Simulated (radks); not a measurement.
Excited configurations of neutral niobium: one electron is placed in a higher orbital outside [Kr] 4d4. The ground configuration is [Kr] 4d4 5s1. Method: scalar-relativistic Kohn-Sham, LDA (Slater exchange, Perdew-Wang correlation), spin-polarised, spherical densities, finite nucleus; open shells are filled with parallel spins first (spin-orbit coupling, left out, can overturn this in heavy ions); Fermi nuclear charge, rms radius 4.324 fm; computed with a radial shooting solver on a logarithmic mesh with Libxc functionals. Excitation = E - E(ground); binding = E(ion) - E, where the ion is the core of charge +1; n* = 1/sqrt(2 binding) in atomic units, and the quantum defect is n - n*.

[
 {"outer orbital": "4f", "excitation (eV)": "6.461", "binding (eV)": "0.941", "n*": "3.803", "quantum defect": "0.197", "eigenvalue (eV)": "-0.463", "<r> (bohr)": "16.87"},
 {"outer orbital": "5p", "excitation (eV)": "3.247", "binding (eV)": "4.155", "n*": "1.810", "quantum defect": "3.190", "eigenvalue (eV)": "-2.142", "<r> (bohr)": "4.849"},
 {"outer orbital": "5d", "excitation (eV)": "5.793", "binding (eV)": "1.609", "n*": "2.908", "quantum defect": "2.092", "eigenvalue (eV)": "-0.784", "<r> (bohr)": "10.35"},
 {"outer orbital": "5f", "excitation (eV)": "6.756", "binding (eV)": "0.646", "n*": "4.589", "quantum defect": "0.411", "eigenvalue (eV)": "-0.382", "<r> (bohr)": "28.79"},
 {"outer orbital": "6s", "excitation (eV)": "5.022", "binding (eV)": "2.380", "n*": "2.391", "quantum defect": "3.609", "eigenvalue (eV)": "-1.458", "<r> (bohr)": "9.215"},
 {"outer orbital": "6p", "excitation (eV)": "5.653", "binding (eV)": "1.749", "n*": "2.789", "quantum defect": "3.211", "eigenvalue (eV)": "-1.041", "<r> (bohr)": "11.76"},
 {"outer orbital": "6f", "excitation (eV)": "6.936", "binding (eV)": "0.466", "n*": "5.401", "quantum defect": "0.599", "eigenvalue (eV)": "-0.297", "<r> (bohr)": "43.31"},
 {"outer orbital": "7s", "excitation (eV)": "6.138", "binding (eV)": "1.264", "n*": "3.281", "quantum defect": "3.719", "eigenvalue (eV)": "-0.807", "<r> (bohr)": "17.53"},
 {"outer orbital": "7p", "excitation (eV)": "6.395", "binding (eV)": "1.007", "n*": "3.675", "quantum defect": "3.325", "eigenvalue (eV)": "-0.640", "<r> (bohr)": "21.30"},
 {"outer orbital": "7d", "excitation (eV)": "6.746", "binding (eV)": "0.656", "n*": "4.552", "quantum defect": "2.448", "eigenvalue (eV)": "-0.416", "<r> (bohr)": "31.91"},
 {"outer orbital": "7f", "excitation (eV)": "7.051", "binding (eV)": "0.351", "n*": "6.223", "quantum defect": "0.777", "eigenvalue (eV)": "-0.234", "<r> (bohr)": "60.47"}
]

The Delta-SCF ionisation energy is 7.402 eV (NIST Atomic Spectra Database: 6.759 eV, measured). Self-interaction in the functional shifts the binding energies and quantum defects, so they are the method's values and not measured ones. Open shells are spherical and high-spin; term and fine-structure splittings are not resolved.
